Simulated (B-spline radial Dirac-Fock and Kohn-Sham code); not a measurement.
Isotope-shift constants of the inner levels of As⁵⁺

System: the As⁵⁺ ion, configuration 1s2 2s2 2p6 3s2 3p6 3d10.

Calculated with a B-spline atomic structure program, using first-order field-shift and mass-shift constants from Dirac-Fock ground and hole states with a Fermi nucleus; the mass shift has no relativistic recoil terms. A binding energy shifts by δE = F·δ⟨r²⟩ + (K_N + K_S)·δ(1/M); F is taken for a change of radius at fixed skin thickness and so holds the higher radial moments.

```csv
level,F (meV/fm²),K_N (meV u),K_S (meV u)
K (1s),-10.12,-6568,2665
L1 (2s),-1.024,-887.9,-208.5
L2 (2p1/2),0.07255,-791.5,885.6
L3 (2p3/2),0.07899,-771.4,835.3
M1 (3s),-0.1610,-157.8,-71.24
M2 (3p1/2),0.009823,-125.0,102.6
M3 (3p3/2),0.01090,-122.1,90.39
M4 (3d3/2),0.006724,-65.68,75.52
M5 (3d5/2),0.006610,-65.28,74.63
```
